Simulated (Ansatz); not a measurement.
Reaction (atomization): `NC[SiH](N)O` → C• + 8 H• + 2 N• + O• + Si•

Gas-phase electronic energies from Ansatz, PBE0-D4/def2-TZVP geometries. CCSD(T)/CBS is the MP2 limit (def2-TZVPP, def2-QZVPP) plus CCSD(T) − MP2 in def2-TZVPP, frozen cores. This one scheme is used for every species, atoms too. Functionals use def2-TZVPP. Open shells (•) are unrestricted, without spin–orbit coupling. Spin–orbit coupling would lower the free atoms: a little for C, O, Si. One conformer a species, not always the lowest.

**Question.** What is ΔE at CCSD(T)/CBS? (An estimate is asked.)

**Answer.** Ansatz gave: +1132.4 kcal/mol.

**Question.** What do these levels give: PBE-D4, PBE0-D4, ωB97X-V, B2PLYP, HF/def2-QZVPP, MP2/CBS(def2)? (Estimate.)

**Answer.** Computed: PBE-D4 1147.1, PBE0-D4 1124.7, ωB97X-V 1134.9, B2PLYP 1117.8, HF/def2-QZVPP 789.4, MP2/CBS(def2) 1147.0 kcal/mol.

Largest T1 diagnostic among the species: 0.012.

In def2-TZVPP, CCSD(T) changes the Hartree–Fock value by +309.7 kcal/mol (the triples alone add +16.0 kcal/mol) and MP2 by +324.3 kcal/mol; breaking electron pairs costs correlation energy, which Hartree–Fock lacks. From PBE to PBE0 (25 % exact exchange), in def2-TZVPP and without D4, ΔE moves by −21.4 kcal/mol: exact exchange takes away binding that semilocal exchange gives to molecules.

For atomizations the MP2-based limit and the directly extrapolated one differ by several kJ/mol either way, and by 10 to 25 for some Ge, Se and Sn compounds, so smaller differences from it don't rank the levels.
